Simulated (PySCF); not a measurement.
CHCl₂, SMILES Cl[CH]Cl (connectivity only; charge and spin as stated), charge +1, multiplicity 1.

Geometry: r2SCAN-D4/def2-TZVP. The spin state was assumed, not searched. The isomer is the one that the SMILES or the coordinates give; other isomers of the formula were not compared.

All values below come from r2SCAN-D4/def2-TZVP (PySCF).

Frequencies are harmonic and unscaled.

| mode | ν (cm⁻¹) | IR (km/mol) | Raman (Å⁴/amu) | depolarisation | moving atoms (share of kinetic energy) |
|---|---|---|---|---|---|
| 1 | 362 | 1.5 | 5.9 | 0.46 | Cl 82 %, C 17 % |
| 2 | 858 | 19.5 | 12.1 | 0.07 | C 60 %, Cl 34 % |
| 3 | 895 | 17.4 | 0.2 | 0.75 | H 66 %, C 33 % |
| 4 | 1074 | 295.8 | 3.8 | 0.75 | C 64 %, Cl 20 %, H 16 % |
| 5 | 1317 | 47.6 | 0.5 | 0.75 | H 80 %, C 19 % |
| 6 | 3137 | 30.8 | 63.3 | 0.29 | H 92 %, C 8 % |
